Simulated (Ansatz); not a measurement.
## C2H6BrSn+: where a starting geometry ends

The starting geometry of this gas-phase singlet was optimised with GFN2-xTB; its bonds are those of `[CH3][Sn+]([CH3])[Br]`.

```yaml
atoms:
  - { symbol: C, position_ang: [-0.3263, -0.5805, -1.4963] }
  - { symbol: C, position_ang: [-3.9645, 1.0640, 0.1421] }
  - { symbol: Br, position_ang: [-1.4605, -1.0361, 2.1391] }
  - { symbol: Sn, position_ang: [-1.9986, -0.0303, -0.0789] }
  - { symbol: H, position_ang: [0.5870, -0.1784, -1.0481] }
  - { symbol: H, position_ang: [-0.5111, -0.1629, -2.4856] }
  - { symbol: H, position_ang: [-0.2991, -1.6741, -1.5136] }
  - { symbol: H, position_ang: [-4.2421, 1.5414, -0.7964] }
  - { symbol: H, position_ang: [-4.6945, 0.3087, 0.4456] }
  - { symbol: H, position_ang: [-3.8095, 1.7948, 0.9408] }
```

Task: Predict what it relaxes into with B3LYP-D3(BJ)/def2-SVP.

Result: It keeps its bonds, and is `[CH3][Sn+]([CH3])[Br]`.

The energy falls by 0.18 eV over 7 steps:

| step | E − E(last) (eV) |
| --- | --- |
| 1 | 0.180 |
| 2 | 0.047 |
| 3 | 0.007 |
| 4 | 0.002 |
| 5 | 0.000 |
| 6 | 0.000 |
| 7 | 0.000 |

Final geometry (Å):

```
atom    x (Å)    y (Å)    z (Å)
   C  -0.4835  -0.5085  -1.4283
   C  -3.8091   0.9957   0.0682
  Br  -1.4324  -1.0853   2.2422
  Sn  -1.9634  -0.0963   0.0679
   H   0.4712  -0.1060  -1.0578
   H  -0.7799  -0.0387  -2.3754
   H  -0.4158  -1.6027  -1.5227
   H  -3.9793   1.4268  -0.9271
   H  -4.6038   0.2857   0.3427
   H  -3.7231   1.7761   0.8390
```

Frequencies at the end show an imaginary mode, so it is a saddle point. Atoms past krypton carry core potentials, without spin–orbit terms. Run with Ansatz 0.2.0, 19 s on 2 threads of Arm Neoverse V2, with other jobs on the host.
